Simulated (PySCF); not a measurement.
HWN, triplet: computed properties

Level of theory: PySCF, UPBE0, basis W def2-TZVP with ECP60, N def2-TZVP, H def2-TZVP (scalar-relativistic core potentials, no spin–orbit coupling, density fitting).

The structure is a minimum.

Z-matrix (Å, degrees; charge 0 multiplicity 3):
```
W
N  1 1.6528
H  1 1.7037 2 96.96
```

```json
{"Point group": "Cs", "Bond lengths": "W–H 1.704 Å, W–N 1.653 Å", "Bond angles": "H–W–N 97.0°", "Entropy at 298.15 K and 1 bar (electronic part: spin only)": "268.6 J/(mol K)", "Rotational symmetry number": "1", "Enthalpy at 298.15 K above 0 K": "10.30 kJ/mol", "Highest occupied level (α)": "-6.50 eV", "Rotational constants": "5.897, 0.4727, 0.4377 cm⁻¹", "Atomisation energy without zero-point energy": "898 kJ/mol", "Spin squared ⟨S²⟩": "2.049", "Dipole moment": "4.51 D", "Principal polarisabilities": "50.2, 56.3, 58.2 bohr³", "Heat capacity Cp at 298.15 K": "38.1 J/(mol K)", "Zero-point energy": "22.7 kJ/mol", "Lowest empty level (α)": "-2.61 eV", "Principal quadrupole moments (Buckingham, traceless) about the centre of mass": "-4.10, 1.73, 2.37 D Å"}
```

Harmonic modes (masses in u: W 183.951, N 14.003, H 1.008):
```tsv
symmetry	ω (cm⁻¹)	IR (km/mol)	type
a'	668	29.4	bend
a'	1143	62.7	stretch
a'	1990	91.4	stretch
```

Charges (e):
```tsv
atom	Mulliken	Löwdin	polar tensor	spin (Mulliken)	Mayer order to W1
W1	0.46	0.36	0.82	2.44	–
N2	-0.36	-0.28	-0.59	-0.36	3.00
H3	-0.09	-0.08	-0.22	-0.08	1.00
```

Mulliken populations on W1 (electrons outside its core potential): s 2.88, p 6.19, d 4.43, f 0.04.

Outer orbital energies (eV). α occupied: -19.21, -9.58, -8.70, -8.69, -8.31, -6.50, -6.50; empty: -2.61, -1.90, -0.84, 0.79. β occupied: -19.65, -9.25, -8.66, -8.61, -8.33; empty: -2.49, -1.64, -1.63, -0.71.

Other isomers or separated fragments may lie lower. Other spin states or occupations of the open shell can lie lower. With an element this heavy the missing spin–orbit coupling can shift these numbers.

The final relaxation and frequency run took 39 s on 2 threads of a shared Arm Neoverse V1 host, with 77 basis functions and 14 gradients; the process peaked at 0.79 GiB. Launch command: `OMP_NUM_THREADS=2 python axn.py task.json out`.
